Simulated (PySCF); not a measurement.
Coordinates in bohr (charge 0 multiplicity 1):
```
Se    0.0000    0.0000    0.0000
Bi    0.0000    0.0000    4.6235
Bi    0.0000    0.0000   -4.6235
```

Method: PBE0 in PySCF with Se def2-TZVP, Bi def2-TZVP with ECP60; scalar-relativistic core potentials, no spin–orbit coupling; density-fitted integrals.

This geometry of Bi₂Se is a stationary point at this level.

(1) What is the point group?

(2) Is it a minimum?

(3) List the harmonic modes with their infrared intensities.

(4) What are the dipole moment and the gap between the highest occupied and lowest empty levels?

(5) Give the ideal-gas entropy at 298.15 K and 1 bar by parts.

## Answers

(1) D∞h.

(2) Yes: all harmonic wavenumbers are real, though the softest, 43 cm⁻¹, leaves little margin.

(3) 
```json
{"symmetry": "πu", "ω (cm⁻¹)": "43", "IR (km/mol, summed over degenerate members)": "4.8"}
{"symmetry": "σg+", "ω (cm⁻¹)": "141", "IR (km/mol, summed over degenerate members)": "0.0"}
{"symmetry": "σu+", "ω (cm⁻¹)": "336", "IR (km/mol, summed over degenerate members)": "18.2"}
```

(4) 0.00 D and 2.09 eV.

(5) translation 186.3, rotation 88.5, vibration 59.7, spin 0.0; total 334.5 J/(mol K).

Only a few start shapes were tried, so a lower isomer may exist. At this level a singlet minimum of C2v symmetry lies 82 kJ/mol below this structure. No spin–orbit coupling is included, which matters more the heavier the element.
